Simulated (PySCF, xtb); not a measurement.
CH8FNOSi2, SMILES C[Si@H](N)[Si@@H](O)F.

GFN2-xTB (xtb) at its own geometry gives an orbital gap of 4.84 eV and a dipole moment of 0.66 D.

Coordinates come from a B3LYP-D3(BJ)/def2-SVP optimisation. The structure was generated by enumeration; whether it is a known compound was not checked. Other conformers were not sampled.

Q: What does PySCF with r2SCAN/def2-TZVP give? (An estimate is asked for; the answer gives what the named calculation found.)

A: gap 5.52 eV (levels -6.14 and -0.62 eV), dipole 0.58 D.
